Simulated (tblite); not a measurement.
Compound: C3H5O3S (doublet state).
SMILES with atom numbers: `[O:1]=[S:2](=[O:3])([OH:4])[C@@H:5]1[CH:6][CH2:7]1` (hydrogens: H8 on O4; H9 on C5; H10 on C6; H11, H12 on C7)

Geometry (GFN2-xTB, Å), atoms numbered from 1 in this order:
```
atom  x, y, z in Å
O1     0.650   -1.831    0.141
S2     1.016   -0.505    0.510
O3     1.711   -0.280    1.741
O4     1.955    0.111   -0.662
C5    -0.421    0.574    0.362
C6    -1.711   -0.063    0.425
C7    -1.205    0.284   -0.896
H8     2.745    0.492   -0.276
H9    -0.200    1.564    0.722
H10   -2.074   -0.955    0.883
H11   -1.642    1.113   -1.439
H12   -0.821   -0.504   -1.536
```

Structure optimised with GFN2-xTB, isolated species. This method treats the open shell by occupation alone, without spin polarisation.

Masses are those of the commonest isotopes; rigid-rotor values at the optimised geometry. The values belong to one conformer with, in the numbering `[O:1]=[S:2](=[O:3])([OH:4])[C@@H:5]1[CH:6][CH2:7]1`, O1–S2–O4–H -131°, O1–S2–C5–C6 23°.

Task: What are A, B and C (MHz)?

Result: Ia = 122.54, Ib = 256.26, Ic = 271.35 u·Å²; 505379 MHz·u·Å²/I gives A = 4124, B = 1972, C = 1862 MHz.

Task: Classify the top.

Result: A near-prolate asymmetric top. Ray's parameter κ = (2B − A − C)/(A − C) = -0.903; −1 is the prolate and +1 the oblate limit.

Task: Is it planar, by Δ = Ic − Ia − Ib?

Result: Not planar: Δ = Ic − Ia − Ib = -107.46 u·Å². For a rigid frame Δ = −2 Σ m c², so Σ m c² = 53.73 u·Å² lies off the ab plane: 5.20 from hydrogen and 48.53 from heavier atoms. The atom farthest from that plane is 1.82 Å away.

Task: Give the other two planar moments, Paa and Pbb, and the rms extents of the mass along the axes.

Result: Paa = Σ m a² = (Ib + Ic − Ia)/2 = 202.54 and Pbb = Σ m b² = (Ia + Ic − Ib)/2 = 68.81 u·Å². With the mass M = 121.00 u, the rms extents √(P/M) along a, b and c are 1.29, 0.75, 0.67 Å.

Task: Where do the levels up to J = 2 lie, in K?

Result: Above 0(0,0), as E/k:
J = 1: 1(0,1) 0.184, 1(1,1) 0.287, 1(1,0) 0.293
J = 2: 2(0,2) 0.552, 2(1,2) 0.650, 2(1,1) 0.666, 2(2,1) 0.976, 2(2,0) 0.976

Task: Estimate the classical rotational partition function at 10 K, 50 K and 100 K.

Result: Point group C1, symmetry number σ = 1; q = (√π/σ)·√((kT/h)³/(ABC)), k/h = 20836.6 MHz/K: 1370 at 10 K, 15300 at 50 K, 43300 at 100 K.

For this open shell read J as N, the rotation without spin; fine and hyperfine splittings come on top. Its GFN2-xTB frequencies are all real (lowest 38 cm⁻¹). Zero-point vibration and centrifugal distortion are left out.

On INTEL XEON PLATINUM 8581C at 2.10 GHz, one thread (shared host), this took 0.28 s of wall time. This is the geometry optimisation.

All values are computed, not measured.
